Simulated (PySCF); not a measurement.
This script is equivalent to a calculation on Mg²⁺ (magnesium, charge +2).

```python
from pyscf import gto, scf, dft, mp, cc
import basis_set_exchange as bse
mol = gto.M(atom="Mg 0 0 0", charge=2, spin=0, symmetry="D2h",
            basis=gto.basis.parse(bse.get_basis("aug-cc-pVDZ", elements=["Mg"], fmt="nwchem", header=False)))
mf = dft.UKS(mol, xc="PBE0")
mf.irrep_nelec = {'Ag': (2, 2), 'B1u': (1, 1), 'B2u': (1, 1), 'B3u': (1, 1)}
mf.kernel()
```

Q: What total energy does it give?

A: -199.125 hartree (calculated).

Q: Which occupied shell lies highest, and where?

A: 2p, at -70.940 eV.
